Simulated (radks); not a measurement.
Results of a calculation; reference values are marked as such.
The silicon ion Si2+, configuration [Ne] 3s2.

Level of theory: non-relativistic Kohn-Sham, exchange-only PBE, spin-unpolarised, spherical densities, point nucleus (a radial shooting solver on a logarithmic mesh with Libxc functionals).

Energy parts (eV):
part                  energy
total              -7834.080
kinetic             7834.080
electron-nucleus  -18450.500
Hartree             3316.846
exchange            -534.506

Orbitals (lengths in bohr, moments of r in powers of bohr; <r^-3> diverges for s and p1/2):
| orbital | occ. | eigenvalue (eV) | <r^2> | <r^-3> |
|---|---|---|---|---|
| 1s | 2 | -1802.533 | 0.01677 | - |
| 2s | 2 | -158.7169 | 0.3880 | - |
| 2p | 6 | -115.6443 | 0.3643 | 48.07 |
| 3s | 2 | -27.6039 | 4.441 | - |

The highest occupied level is 3s at -27.604 eV. The electron density at the nucleus is 1773 e/bohr^3. The density falls to 0.001 e/bohr^3 at r = 3.46 bohr. Summed over all electrons, <r^2> = 11.88 bohr^2, which gives a Langevin (diamagnetic) susceptibility term of -9.41 x 10^-6 cm^3/mol. For comparison, the ionisation energy in NIST's Atomic Spectra Database is 33.493 eV (measured). In exact Kohn-Sham theory the highest level is minus the ionisation energy, but local and semilocal functionals leave it too shallow, through self-interaction and a potential that decays too fast; potentials with the right tail come closer. Virial ratio -V/T = 2.00000.
